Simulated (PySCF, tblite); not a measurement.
Isomers of C5H9ClO2Si, one GFN2-xTB conformer each. Single-point energies are computed at PBE0/pcSseg-1 (PySCF, gas phase, no added dispersion term), electronic only.

**Question.** Rank them by PBE0/pcSseg-1 energy, lowest first (kJ/mol).
A. `[O:1]=[CH:2][C@@H:3]1[CH2:4][C@:5]1([Cl:6])[CH2:7][O:8][SiH3:9]` with O1–C2–C3–C4 19°, C4–C5–C7–O8 -142°, C5–C7–O8–Si9 153°
B. `[CH2:1]=[CH:2][C@@H:3]1[CH2:4][O:5][CH2:6][Si@@H:7]([Cl:8])[O:9]1` with C1–C2–C3–C4 135°, C2–C3–C4–O5 -64°, C3–C4–O5–C6 -75°, C4–O5–C6–Si7 57°, O5–C6–Si7–Cl8 -147°

**Answer.** B (0.0), A (171.4).

As drawn, the lower has an Si–C bond and a C=C bond outside aromatic rings, which the higher lacks; the higher has a three-membered ring and a C=O bond, which the lower lacks. GFN2-xTB itself gives, in the same order: 0.0, 107.8. Both levels put the same isomer lowest.

**Question.** Which frontier levels, dipoles and rotational constants go with these structures?

**Answer.** 
```json
{"SMILES": "C=C[C@@H]1COC[Si@@H](Cl)O1", "HOMO (eV, PBE0/pcSseg-1)": "-7.08", "LUMO (eV)": "0.08", "dipole (D)": "1.55", "A, B, C (MHz)": "1907, 879.5, 715.4"}
{"SMILES": "O=C[C@@H]1C[C@]1(Cl)CO[SiH3]", "HOMO (eV, PBE0/pcSseg-1)": "-7.66", "LUMO (eV)": "-1.18", "dipole (D)": "1.06", "A, B, C (MHz)": "1448, 937.9, 639.2"}
```

**Question.** What happens when harmonic zero-point energies from GFN2-xTB frequencies are added?

**Answer.** 
```json
{"SMILES": "C=C[C@@H]1COC[Si@@H](Cl)O1", "ZPE (kJ/mol)": "349.2", "electronic (kJ/mol)": "0.0", "with ZPE (kJ/mol)": "0.0"}
{"SMILES": "O=C[C@@H]1C[C@]1(Cl)CO[SiH3]", "ZPE (kJ/mol)": "330.0", "electronic (kJ/mol)": "171.4", "with ZPE (kJ/mol)": "152.2"}
```

The zero-point energies span 19.2 kJ/mol. The order is unchanged.
